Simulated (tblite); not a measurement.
Record of a relaxation.

Species: C₃H₁₂N₂SeSi₂.
Atom-mapped SMILES: `[NH2:1][CH2:2][C@@H:3]1[CH2:4][Si@H:5]([SeH:6])[NH:7][SiH2:8]1` (hydrogens: H9, H10 on N1; H11, H12 on C2; H13 on C3; H14, H15 on C4; H16 on Si5; H17 on Se6; H18 on N7; H19, H20 on Si8)

Computed with GFN2-xTB (tblite), gas phase: L-BFGS steps from a force-field or distance-geometry start until the largest atomic force falls under 0.01 eV/Å. 9 of its 199 geometries are shown.

Step 0: E = -681.0398 eV, largest atomic force 2.092 eV/Å
```
atom  x, y, z in Å  |  force x, y, z in eV/Å
N1      2.886   -0.746    0.552    0.126  -0.314   0.228
C2      2.034    0.200   -0.166    1.539  -0.470  -1.337
C3      0.638   -0.264   -0.373   -0.983  -0.183  -0.809
C4     -0.210    0.765   -1.131    0.541   0.518  -0.772
Si5    -2.000    0.418   -0.720   -1.086  -0.856   0.675
Se6    -2.736    2.118    0.612   -1.177  -0.060   0.481
N7     -1.923   -1.016    0.345    1.546  -0.201  -1.034
Si8    -0.357   -0.556    1.156   -1.304  -0.892   1.307
H9      2.528   -0.949    1.502    0.232   0.006  -0.964
H10     3.036   -1.627    0.000   -0.502   1.133   0.883
H11     2.058    1.222    0.246    0.123  -0.574   0.302
H12     2.490    0.260   -1.187    0.052   0.275   0.495
H13     0.579   -1.224   -0.950    0.471   0.591   0.183
H14    -0.076    0.656   -2.232    0.269   0.496   0.699
H15     0.062    1.791   -0.783   -0.020  -0.646  -0.568
H16    -2.824    0.241   -1.891   -0.276  -0.136  -0.169
H17    -3.971    1.575    1.364    1.077   0.266  -0.759
H18    -1.720   -1.890   -0.225   -0.708   1.353   1.001
H19    -0.649    0.679    1.885    0.264  -0.249   0.155
H20     0.150   -1.643    1.990   -0.184  -0.058   0.004
```

Step 25: E = -682.1172 eV, largest atomic force 0.452 eV/Å
```
atom  x, y, z in Å  |  force x, y, z in eV/Å
N1      2.947   -0.694    0.510   -0.035   0.023   0.023
C2      2.098    0.249   -0.186    0.145   0.189  -0.109
C3      0.658   -0.215   -0.394    0.108  -0.023  -0.109
C4     -0.193    0.818   -1.148   -0.065  -0.062  -0.003
Si5    -2.028    0.417   -0.819   -0.039  -0.074   0.095
Se6    -2.988    2.250    0.203   -0.086  -0.098  -0.032
N7     -1.840   -0.786    0.408   -0.165  -0.324  -0.027
Si8    -0.283   -0.742    1.175   -0.075  -0.034  -0.052
H9      2.628   -0.813    1.465   -0.009  -0.157   0.004
H10     2.896   -1.583    0.022    0.050  -0.066   0.214
H11     2.120    1.198    0.344   -0.029   0.113   0.247
H12     2.587    0.420   -1.144   -0.018   0.080  -0.333
H13     0.724   -1.111   -1.018   -0.095  -0.130  -0.168
H14     0.034    0.806   -2.215    0.055   0.008   0.045
H15     0.051    1.823   -0.788   -0.072  -0.081   0.005
H16    -2.923   -0.112   -1.853    0.136   0.085   0.018
H17    -3.762    1.411    1.070   -0.016   0.126  -0.006
H18    -2.483   -1.556    0.545    0.143   0.428   0.019
H19    -0.214    0.335    2.165    0.012  -0.119   0.124
H20    -0.034   -2.103    1.656    0.055   0.113   0.045
```

Step 50: E = -682.2746 eV, largest atomic force 0.095 eV/Å
```
atom  x, y, z in Å  |  force x, y, z in eV/Å
N1      2.958   -0.649    0.518    0.011   0.002  -0.026
C2      2.087    0.273   -0.187   -0.012  -0.008   0.021
C3      0.671   -0.264   -0.451   -0.008   0.058  -0.012
C4     -0.205    0.804   -1.117   -0.054   0.033   0.009
Si5    -2.030    0.380   -0.823   -0.012  -0.080  -0.037
Se6    -3.274    2.213   -0.184    0.011   0.001  -0.009
N7     -1.833   -0.693    0.517    0.061   0.053  -0.007
Si8    -0.219   -0.910    1.112    0.056   0.006  -0.058
H9      2.621   -0.811    1.461   -0.019   0.017  -0.039
H10     2.968   -1.544    0.040    0.030  -0.005  -0.001
H11     2.031    1.193    0.403   -0.033  -0.046   0.053
H12     2.579    0.535   -1.132   -0.028  -0.091  -0.005
H13     0.755   -1.105   -1.153    0.028   0.026   0.036
H14     0.036    0.899   -2.176   -0.001  -0.003   0.018
H15     0.006    1.775   -0.663    0.032   0.017   0.012
H16    -2.753   -0.281   -1.910    0.013  -0.018   0.000
H17    -3.819    1.574    0.975   -0.025   0.025   0.007
H18    -2.615   -0.977    1.077   -0.066  -0.052   0.010
H19     0.025   -0.072    2.289    0.041   0.005   0.057
H20     0.008   -2.330    1.401   -0.026   0.060  -0.028
```

Step 74: E = -682.2894 eV, largest atomic force 0.050 eV/Å
```
atom  x, y, z in Å  |  force x, y, z in eV/Å
N1      2.964   -0.662    0.491   -0.028  -0.019   0.000
C2      2.086    0.275   -0.183    0.012  -0.008  -0.003
C3      0.665   -0.246   -0.438    0.004   0.020   0.004
C4     -0.220    0.830   -1.076    0.011   0.018  -0.018
Si5    -2.034    0.355   -0.810   -0.014  -0.013   0.016
Se6    -3.370    2.178   -0.363   -0.010  -0.010  -0.012
N7     -1.825   -0.595    0.615    0.023  -0.009   0.001
Si8    -0.198   -0.918    1.125   -0.014  -0.015   0.018
H9      2.606   -0.869    1.417    0.026  -0.010   0.007
H10     3.000   -1.536   -0.024    0.011   0.005   0.001
H11     2.039    1.180    0.430    0.008  -0.017  -0.003
H12     2.565    0.538   -1.132   -0.016   0.022  -0.005
H13     0.742   -1.077   -1.153   -0.009   0.013   0.020
H14     0.030    0.953   -2.129    0.003   0.014  -0.041
H15    -0.027    1.794   -0.600    0.028  -0.013   0.039
H16    -2.665   -0.411   -1.886   -0.022  -0.005  -0.004
H17    -3.866    1.692    0.889    0.005  -0.004  -0.008
H18    -2.605   -0.922    1.156   -0.006   0.003   0.006
H19     0.131   -0.184    2.352   -0.011   0.019  -0.012
H20    -0.024   -2.362    1.315   -0.003   0.011  -0.007
```

Step 99: E = -682.2958 eV, largest atomic force 0.044 eV/Å
```
atom  x, y, z in Å  |  force x, y, z in eV/Å
N1      2.987   -0.716    0.413   -0.019  -0.008  -0.012
C2      2.092    0.264   -0.176    0.011  -0.001  -0.003
C3      0.657   -0.231   -0.408    0.025   0.017  -0.006
C4     -0.223    0.861   -1.026    0.019   0.004   0.006
Si5    -2.029    0.327   -0.822   -0.012   0.019   0.038
Se6    -3.473    2.094   -0.502   -0.004  -0.019  -0.001
N7     -1.832   -0.570    0.640    0.020  -0.011  -0.003
Si8    -0.206   -0.889    1.159   -0.007   0.034  -0.017
H9      2.676   -0.965    1.346   -0.015   0.006  -0.017
H10     2.988   -1.563   -0.146    0.011  -0.010   0.001
H11     2.084    1.134    0.486   -0.027  -0.002  -0.017
H12     2.535    0.573   -1.130    0.000   0.006   0.023
H13     0.712   -1.056   -1.131   -0.012  -0.005   0.018
H14     0.055    1.043   -2.064    0.005  -0.002   0.002
H15    -0.060    1.799   -0.488    0.008   0.000  -0.006
H16    -2.594   -0.493   -1.894   -0.003  -0.008  -0.021
H17    -3.856    1.742    0.832    0.013  -0.005  -0.002
H18    -2.617   -0.898    1.175    0.000   0.002   0.005
H19     0.118   -0.119    2.365   -0.005  -0.006   0.003
H20    -0.021   -2.326    1.367   -0.010  -0.012   0.007
```

Step 124: E = -682.2983 eV, largest atomic force 0.019 eV/Å
```
atom  x, y, z in Å  |  force x, y, z in eV/Å
N1      2.983   -0.744    0.386    0.000   0.006   0.000
C2      2.095    0.258   -0.171    0.002   0.003   0.000
C3      0.653   -0.216   -0.394    0.003  -0.005   0.002
C4     -0.220    0.881   -1.010   -0.002  -0.008   0.000
Si5    -2.022    0.320   -0.832   -0.017   0.008   0.005
Se6    -3.565    2.003   -0.543    0.009  -0.006  -0.008
N7     -1.835   -0.563    0.640    0.008  -0.004   0.004
Si8    -0.212   -0.860    1.178    0.006  -0.005   0.012
H9      2.655   -1.034    1.302    0.002   0.004  -0.005
H10     2.998   -1.566   -0.209   -0.008   0.005   0.006
H11     2.099    1.115    0.508    0.000   0.001   0.007
H12     2.531    0.585   -1.122    0.003   0.000   0.000
H13     0.691   -1.048   -1.110   -0.003   0.006  -0.012
H14     0.066    1.068   -2.045    0.004   0.002   0.000
H15    -0.062    1.816   -0.467   -0.002  -0.009   0.002
H16    -2.531   -0.512   -1.924   -0.004  -0.008  -0.007
H17    -3.784    1.765    0.851    0.011   0.007   0.007
H18    -2.623   -0.888    1.171    0.004   0.000  -0.003
H19     0.098   -0.075    2.378   -0.005  -0.001  -0.008
H20    -0.019   -2.294    1.411   -0.010   0.003  -0.003
```

Step 148: E = -682.3088 eV, largest atomic force 0.058 eV/Å
```
atom  x, y, z in Å  |  force x, y, z in eV/Å
N1      2.955   -0.697    0.420    0.014  -0.003   0.024
C2      2.062    0.296   -0.149    0.008  -0.027  -0.024
C3      0.642   -0.218   -0.410   -0.011   0.002   0.005
C4     -0.258    0.861   -1.018   -0.014   0.006  -0.004
Si5    -2.047    0.259   -0.837   -0.028  -0.013   0.006
Se6    -3.637    1.889   -0.541   -0.010   0.018   0.054
N7     -1.837   -0.626    0.631    0.024   0.015  -0.018
Si8    -0.207   -0.926    1.143   -0.038   0.005   0.023
H9      2.651   -0.954    1.353   -0.007   0.005  -0.012
H10     2.939   -1.540   -0.146    0.022   0.035   0.003
H11     2.030    1.149    0.536    0.006  -0.046  -0.022
H12     2.513    0.637   -1.087    0.017   0.014  -0.015
H13     0.715   -1.032   -1.144    0.017   0.020   0.013
H14     0.022    1.062   -2.052    0.001  -0.013  -0.008
H15    -0.122    1.799   -0.474    0.003  -0.010   0.029
H16    -2.561   -0.572   -1.924    0.001   0.007  -0.034
H17    -3.356    2.119    0.848   -0.001   0.010  -0.052
H18    -2.622   -0.959    1.160    0.006  -0.016   0.025
H19     0.112   -0.172    2.361   -0.018  -0.004   0.004
H20     0.001   -2.364    1.327    0.007  -0.005   0.003
```

Step 173: E = -682.3206 eV, largest atomic force 0.026 eV/Å
```
atom  x, y, z in Å  |  force x, y, z in eV/Å
N1      2.967   -0.638    0.431   -0.010  -0.008   0.001
C2      2.037    0.310   -0.153    0.003   0.000   0.001
C3      0.623   -0.233   -0.393    0.003   0.001  -0.010
C4     -0.302    0.842   -0.972    0.001   0.001  -0.004
Si5    -2.083    0.210   -0.813   -0.009  -0.004   0.003
Se6    -3.660    1.845   -0.468    0.007   0.002   0.025
N7     -1.848   -0.751    0.602    0.005   0.007  -0.002
Si8    -0.217   -0.981    1.147   -0.011   0.007   0.007
H9      2.652   -0.917    1.354   -0.002  -0.003  -0.004
H10     3.019   -1.474   -0.141   -0.005   0.005  -0.002
H11     1.990    1.175    0.515   -0.003  -0.003   0.008
H12     2.471    0.646   -1.102    0.003   0.007   0.008
H13     0.701   -1.035   -1.139    0.004   0.000  -0.010
H14    -0.026    1.077   -2.000    0.000   0.000  -0.003
H15    -0.183    1.764   -0.399    0.007  -0.004  -0.001
H16    -2.609   -0.551   -1.945    0.000  -0.005   0.000
H17    -3.004    2.471    0.643   -0.006  -0.005  -0.023
H18    -2.623   -1.121    1.124    0.002   0.003   0.001
H19     0.047   -0.219    2.373    0.001   0.003   0.006
H20     0.041   -2.410    1.334    0.009  -0.003  -0.001
```

Step 198: E = -682.3228 eV, largest atomic force 0.010 eV/Å
```
atom  x, y, z in Å  |  force x, y, z in eV/Å
N1      2.960   -0.640    0.419    0.002   0.004  -0.002
C2      2.024    0.323   -0.130   -0.005   0.001  -0.003
C3      0.617   -0.229   -0.390   -0.004   0.001  -0.001
C4     -0.320    0.842   -0.955    0.000  -0.001   0.001
Si5    -2.094    0.188   -0.792    0.004   0.007   0.003
Se6    -3.678    1.815   -0.448    0.001  -0.002   0.006
N7     -1.844   -0.776    0.618    0.003   0.002   0.003
Si8    -0.208   -1.000    1.148    0.000   0.003   0.000
H9      2.640   -0.962    1.326    0.007  -0.003  -0.004
H10     3.022   -1.450   -0.190   -0.001   0.000   0.003
H11     1.967    1.159    0.573    0.002   0.001  -0.002
H12     2.457    0.701   -1.063    0.000   0.003   0.002
H13     0.708   -1.018   -1.147    0.001  -0.002   0.003
H14    -0.053    1.091   -1.982    0.003  -0.007   0.006
H15    -0.207    1.760   -0.371   -0.003  -0.003  -0.004
H16    -2.615   -0.582   -1.921    0.002  -0.002  -0.004
H17    -2.900    2.610    0.456   -0.003   0.002  -0.002
H18    -2.612   -1.145    1.151   -0.001   0.003  -0.005
H19     0.064   -0.248    2.379   -0.005  -0.005   0.000
H20     0.069   -2.429    1.316   -0.003  -0.002   0.000
```

Q: Summarise the path.

A: The energy falls by 29.59 kcal/mol from step 0 to step 198; nine tenths of that is first reached at step 30. It rises by more than 0.2 meV at step 20. The largest force goes from 2.092 to 0.010 eV/Å. Among the bonds Se6–H17 changes most, from 1.544 to 1.433 Å; the atoms move by 0.817 Å rms after alignment.

Q: Follow the three bonds and two angles with the largest change from start to end.

A: 
| step | E above end (kcal/mol) | largest force (eV/Å) | Se6–H17 (Å) | N7–Si8 (Å) | Si5–N7 (Å) | Si5–N7–Si8 (°) | Si8–N7–H18 (°) |
| --- | --- | --- | --- | --- | --- | --- | --- |
| 0 | 29.59 | 2.092 | 1.544 | 1.822 | 1.788 | 95.7 | 106.4 |
| 9 | 12.12 | 0.550 | 1.466 | 1.779 | 1.751 | 106.2 | 113.9 |
| 17 | 7.64 | 0.335 | 1.444 | 1.743 | 1.727 | 108.5 | 120.1 |
| 26 | 4.36 | 0.357 | 1.442 | 1.732 | 1.726 | 113.7 | 121.7 |
| 34 | 2.00 | 0.197 | 1.433 | 1.738 | 1.728 | 113.9 | 123.1 |
| 43 | 1.43 | 0.100 | 1.434 | 1.735 | 1.728 | 115.6 | 120.3 |
| 52 | 1.02 | 0.123 | 1.433 | 1.733 | 1.727 | 116.8 | 120.4 |
| 60 | 0.87 | 0.046 | 1.433 | 1.732 | 1.725 | 117.3 | 120.5 |
| 69 | 0.81 | 0.044 | 1.432 | 1.733 | 1.725 | 117.4 | 120.7 |
| 77 | 0.74 | 0.042 | 1.432 | 1.735 | 1.726 | 117.3 | 120.7 |
| 86 | 0.68 | 0.032 | 1.431 | 1.735 | 1.726 | 117.1 | 120.6 |
| 95 | 0.64 | 0.036 | 1.431 | 1.735 | 1.726 | 117.1 | 120.9 |
| 103 | 0.60 | 0.034 | 1.431 | 1.735 | 1.726 | 117.0 | 121.0 |
| 112 | 0.58 | 0.015 | 1.432 | 1.735 | 1.726 | 117.0 | 120.9 |
| 121 | 0.57 | 0.019 | 1.431 | 1.735 | 1.727 | 117.0 | 120.9 |
| 129 | 0.56 | 0.029 | 1.432 | 1.735 | 1.726 | 117.0 | 121.2 |
| 138 | 0.48 | 0.124 | 1.439 | 1.733 | 1.727 | 117.2 | 120.5 |
| 146 | 0.36 | 0.041 | 1.433 | 1.733 | 1.727 | 117.1 | 121.0 |
| 155 | 0.23 | 0.064 | 1.436 | 1.734 | 1.727 | 117.5 | 121.0 |
| 164 | 0.10 | 0.032 | 1.433 | 1.735 | 1.727 | 117.4 | 120.7 |
| 172 | 0.05 | 0.027 | 1.434 | 1.735 | 1.727 | 117.3 | 120.9 |
| 181 | 0.03 | 0.024 | 1.434 | 1.735 | 1.727 | 117.3 | 120.9 |
| 189 | 0.01 | 0.021 | 1.433 | 1.735 | 1.727 | 117.3 | 120.9 |
| 198 | 0.00 | 0.010 | 1.433 | 1.734 | 1.727 | 117.3 | 120.8 |

What follows is the cost of the whole relaxation. On Arm Neoverse V1, one thread, on a shared host, this took 2.4 s wall.
